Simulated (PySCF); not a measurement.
# Ionisation energy of Sm⁺ by level of theory

Sm⁺ [Xe] 4f6 6s1 (8F) → Sm²⁺ [Xe] 4f6 (7F), as a difference of total energies. Calculation: PySCF 2.14, in x2c-TZVPPall (11s7p7d4f2g, 113 functions); the spin-free X2C one-electron Hamiltonian (Gaussian nucleus). The calculations carry no spin-orbit coupling.

| method | ionisation energy (eV) |
| --- | --- |
| UHF | 10.319 |
| PW91 | 11.359 |
| B3LYP | 11.322 |
| M06-L | 10.315 |

The reference lies between the lowest fine-structure levels, while these numbers refer to the centres of the terms.

For comparison: 11.078 ± 0.02 eV (semi-empirical (NIST evaluation); NIST Atomic Spectra Database, ionization energies).
